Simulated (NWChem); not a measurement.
Molecule: C$_{2}$H$_{6}$F$_{2}$Si; SMILES C[C@H]([SiH2]F)F

```xyz
11

C     -0.8621     1.8837    -0.1301
C      0.1109     0.7653    -0.4343
F      1.3585     1.0816     0.0947
Si    -0.4086    -0.9065     0.2936
F      0.6124    -2.0612    -0.2237
H     -1.8381     1.6939    -0.6027
H     -0.4748     2.8385    -0.5173
H     -1.0178     1.9986     0.9540
H      0.2331     0.6644    -1.5294
H     -0.3392    -0.8491     1.7791
H     -1.7778    -1.2649    -0.1756
```
Atoms are numbered in this order, from 1.

Level: PBE0/def2-SVP (NWChem), optimised geometry, unscaled harmonic frequencies. 

| frequency (cm⁻¹) | IR intensity (km/mol) |
|---|---|
| 69 | 1.2 |
| 135 | 1.7 |
| 214 | 1.9 |
| 278 | 1.1 |
| 285 | 11.9 |
| 425 | 8.9 |
| 577 | 41.4 |
| 704 | 45.4 |
| 750 | 3.6 |
| 865 | 22.7 |
| 903 | 76.6 |
| 933 | 166.6 |
| 948 | 98.8 |
| 1005 | 77.7 |
| 1109 | 41.7 |
| 1146 | 21.2 |
| 1281 | 6.7 |
| 1340 | 3.4 |
| 1390 | 12.0 |
| 1450 | 7.2 |
| 1476 | 6.1 |
| 2251 | 97.4 |
| 2271 | 109.0 |
| 3052 | 18.1 |
| 3057 | 7.6 |
| 3154 | 9.0 |
| 3161 | 7.7 |

```json
{
 "zero_point_energy": "48.9 kcal/mol",
 "thermal correction to the enthalpy at 298.15 K (with zero-point energy)": "53.7 kcal/mol",
 "heat capacity Cv": "22.5 cal/(mol K)",
 "entropy at 298.15 K and 1 atm (symmetry number 1)": "81.1 cal/(mol K)",
 "dipole_moment": "2.59 D"
}
```

Rigid rotor and harmonic oscillator; modes under 100 cm⁻¹ make the entropy uncertain.
